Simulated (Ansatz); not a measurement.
cyclo-(SnH2)3 (Sn3H6), relaxed as a singlet with RKS PBE0-D4/def2-SVP in Ansatz, starting from the GFN1-xTB geometry. Force threshold 0.02 eV/Å.

In the def2 sets Sn takes a core potential; there is no spin–orbit coupling.

Start:

```xyz
9

Sn    1.5567   -0.5952    0.0711
H     2.4065    0.1075    1.4071
H     1.5564   -2.1630    0.8067
Sn   -0.5943    0.6043   -1.4330
H    -0.3273   -0.5257   -2.7190
H     0.5174    1.7459   -2.1135
Sn   -0.9557   -0.0037    1.3639
H    -2.4908   -0.7268    1.0066
H    -1.6689    1.5567    1.6101
```

```csv
step,energy (eV),largest force component (eV/Å),SCF passes
1,-17590.9593,0.749,23
2,-17591.1891,0.913,25
3,-17591.3504,0.336,26
4,-17591.4499,0.123,29
5,-17591.4685,0.053,25
6,-17591.4724,0.037,25
7,-17591.4729,0.015,26
8,-17591.4730,0.036,25
9 (rejected),-17591.4729,0.025,22
10,-17591.4731,0.008,22
```

Force components are those of the run's own axes.

End:

```xyz
9

Sn    1.3592   -0.6601    0.5928
H     2.6303    0.2225    1.3319
H     1.6844   -2.3430    0.6483
Sn   -0.0743    0.4429   -1.5600
H    -0.5478   -0.5876   -2.8463
H     0.3984    1.9778   -2.1615
Sn   -1.2859    0.2172    0.9674
H    -2.5555   -0.9174    1.1712
H    -1.6088    1.6478    1.8563
```

By distances, no bond broke or formed. The bond that changes most is Sn1–Sn7, from 2.89 to 2.81 Å (atoms count from 1).

The force fell under the threshold at step 7, but the optimiser went on. No frequencies were taken in this run, so the end may be a saddle point.

Hardware: 4 threads of Arm Neoverse N1 on a shared host. Wall time 43 s.
